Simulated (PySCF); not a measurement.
Gas-phase reaction: 4 H3SiGeH3 = 4 GeH3 + Si + 3 SiH4

Energies from PySCF, thermal terms from the rigid-rotor harmonic-oscillator model, ideal gas at 1 bar. † marks an energy on the PBE0/def2-TZVP geometry and frequencies; other levels use their own. MP2 and CCSD(T) freeze the core. Open shells (unrestricted): GeH3 (multiplicity 2), Si (multiplicity 3, electronic degeneracy 9); the rest are closed-shell singlets. Spin-orbit splitting is ignored; it lowers the true energy and changes the entropy of Si. B3LYP is the form with VWN-RPA correlation. Ge: all electrons, no relativistic terms. GeH3: computed as isolated molecules; such fragments, hydroxides, amides, oligomers or adducts are transient or little studied in the gas. MP2 isn't extrapolated to the basis-set limit; its ΔH°(298 K) is 910.7 kJ in def2-SVP and 983.5 kJ in def2-TZVPP. CCSD(T) isn't extrapolated to the basis-set limit; its ΔH°(298 K) is 892.1 kJ in def2-SVP and 967.3 kJ in def2-TZVPP. The harmonic model lacks anharmonicity and excited electronic states, which grow with temperature; levels with a mode under 35 cm⁻¹ are left out. Internal rotation in H3SiGeH3 is treated as a harmonic vibration of one conformer, which makes the entropy rough.

```csv
level,"ΔE electronic, kJ","ΔH°(298 K), kJ","ΔS°(298 K), J/K","ΔG°(600 K), kJ"
B3LYP/def2-TZVP†,947,919,531,604
BLYP/def2-TZVP†,920,892,531,577
CCSD(T)/def2-SVP†,920,892,531,577
HF/def2-TZVP†,702,674,531,359
M06-2X/def2-TZVP†,945,917,531,602
MP2/def2-TZVPP†,1011,983,531,668
PBE/def2-SVP,1015,987,527,674
PBE/def2-TZVP†,1010,982,531,667
PBE0/def2-QZVP†,1005,977,531,662
ωB97M-V/def2-TZVP†,1006,978,531,663
ωB97X-V/def2-TZVP†,1055,1027,531,712
```
ΔH° is lowest at HF/def2-TZVP† and highest at ωB97X-V/def2-TZVP†. No reference value is set beside these.
